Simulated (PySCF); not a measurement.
Stepwise substitution at one centre (Al Br-CH3). Isolated molecules, 0 K electronic values unless said otherwise. Strings in code marks are SMILES.

Calculation: PySCF with ωB97X-D3(BJ)/def2-TZVP // B3LYP-D3(BJ)/def2-TZVP. All candidates: neutral, multiplicity 1. Delta-SCF ions had no search for a lower state. Excitations are Tamm–Dancoff values on a coarser integration grid. The basis has no diffuse functions, so Rydberg states are missing or too high.

The vertical ionisation energy (Delta-SCF) comes out as 10.15 eV and the HOMO is -10.18 eV. The T1 excitation (TDA) is 5.70 eV.

**Question.** Which member has these values?
A) `[CH3][Al]([CH3])[Br]`
B) `[CH3][Al]([Br])[Br]`
C) `[CH3][Al]([CH3])[CH3]`
D) `[Br][Al]([Br])[Br]`

**Answer.** A, `[CH3][Al]([CH3])[Br]`. The others give `[Br][Al]([Br])[Br]`: 11.15 eV, -11.03 eV, 6.06 eV; `[CH3][Al]([Br])[Br]`: 10.91 eV, -10.83 eV, 6.18 eV; `[CH3][Al]([CH3])[CH3]`: 9.88 eV, -10.00 eV, 5.74 eV
